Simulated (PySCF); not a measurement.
Vertical excitations of a molecule C₄H₉FSi from PySCF with TDDFT-PBE0/def2-SVPD, as energy in eV (oscillator strength): 7.33 (0.005), 7.66 (0.008), 7.84 (0.000), 8.13 (0.010), 8.29 (0.106), 8.44 (0.042), 8.55 (0.032), 8.60 (0.002), 8.76 (0.013), 8.84 (0.009). Lowest triplet (TDA): 6.96 eV. The structure is a stationary point at B3LYP-D3(BJ)/def2-SVP. One conformer was computed; it need not be the lowest.

Task: Which molecule gave these data?
A) CC/C=C/[SiH2]F
B) F[SiH]1CCCC1
C) CC1([SiH2]F)CC1
D) C[C@@H]1C[SiH2][C@@H]1F

Result: B, F[SiH]1CCCC1
